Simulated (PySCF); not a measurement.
C4H7ClSi.

```xyz
13

Si    -2.5342    -0.0415     0.3344
C     -0.7684     0.1821     0.9858
C      0.1471     1.0883     0.1683
C      0.9813     0.0806    -0.1354
Cl     2.4090    -0.0406    -1.0942
C      0.2417    -0.9819     0.6367
H     -3.2552    -1.0787     1.1313
H     -2.4793    -0.4713    -1.0935
H     -3.2878     1.2437     0.4293
H     -0.7914     0.4187     2.0649
H      0.1137     2.1493    -0.0824
H      0.7776    -1.3954     1.5054
H     -0.1631    -1.8111     0.0330
```
Charge 0, spin multiplicity 1.

Geometry optimised at B3LYP-D3(BJ)/def2-SVP. The structure was generated by enumeration; whether it is a known compound was not checked.

Level of theory: KT2/pcSseg-1 (PySCF). Non-relativistic, no solvent.

Q: Give the absolute GIAO shielding of each atom: isotropic value and principal components (ppm). (An estimate is asked for; the answer gives what the named calculation found.)

A: 
```
atom  σ(iso)    σ11    σ22    σ33   span
----  ------  -----  -----  -----  -----
Si1    425.6  386.9  411.1  478.7   91.8
C2     155.3  143.6  158.0  164.2   20.6
C3      49.3  -32.7   63.3  117.4  150.1
C4      51.7  -28.3   76.7  106.6  134.8
Cl5    670.0  424.2  612.2  973.6  549.4
C6     135.1  120.0  128.4  157.0   36.9
H7      27.1   24.1   25.0   32.4    8.3
H8      27.6   24.5   26.5   31.7    7.2
H9      27.2   24.0   25.2   32.3    8.3
H10     28.7   24.3   27.5   34.1    9.8
H11     25.3   23.4   24.8   27.8    4.4
H12     28.0   25.2   26.4   32.3    7.1
H13     28.5   25.3   28.3   32.0    6.6
```
